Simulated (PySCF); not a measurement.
## Electric field gradients and quadrupole coupling constants

Compound: C6H7OPSi.
Geometry (GFN2-xTB, Å), atoms numbered from 1 in this order:
```
atom  x, y, z in Å
C1     3.927    1.928   -0.295
C2     2.981    1.211   -0.094
C3     1.911    0.405    0.127
C4     0.989   -0.348    0.344
C5    -0.160   -1.166    0.547
C6    -0.635   -1.926   -0.698
O7    -1.894   -1.299   -0.940
Si8   -1.873   -0.284    0.366
P9    -1.773    1.860   -0.239
H10    4.751    2.552   -0.469
H11   -0.036   -1.807    1.418
H12    0.008   -1.792   -1.569
H13   -0.794   -2.991   -0.519
H14   -2.842   -0.728    1.377
H15   -1.443    2.308    1.030
H16   -3.124    2.085   -0.037
```

Field gradients from the PBE0/pcSseg-1 density (PySCF, non-relativistic), principal values in atomic units, ordered |Vxx| ≤ |Vyy| ≤ |Vzz|:

```json
{"atom": "O7", "Vxx": "-0.4754", "Vyy": "-1.1836", "Vzz": "1.6590"}
```

Question: Find the asymmetry η = (Vxx − Vyy)/Vzz and the couplings χ = eQV/h (234.96 MHz × Q in barn × V in au), with Q(17O) = −0.0256 b.

Answer: 
```csv
atom,environment,nucleus,η,χzz (MHz),χxx (MHz),χyy (MHz)
O7,silyl ether oxygen,17O,0.43,-9.98,2.86,7.12
```

The tensor is traceless: Vxx + Vyy + Vzz = 0.

Question: What is Vzz at O7 in SI units (1 au = 9.71736 × 10²¹ V/m²)?

Answer: 1.6590 au = 16.121 × 10²¹ V/m².

Were the hydrogens deuterons (Q(2H) = 0.00286 b), χzz would run from 103 kHz (H14) to 268 kHz (H10).

The structure is a single GFN2-xTB conformer in the gas phase; no vibrational or solvent corrections. GFN2-xTB bond lengths can be off by several hundredths of an ångström, more for odd bonds, and the gradients follow them. These gradients aren't converged with respect to the basis.
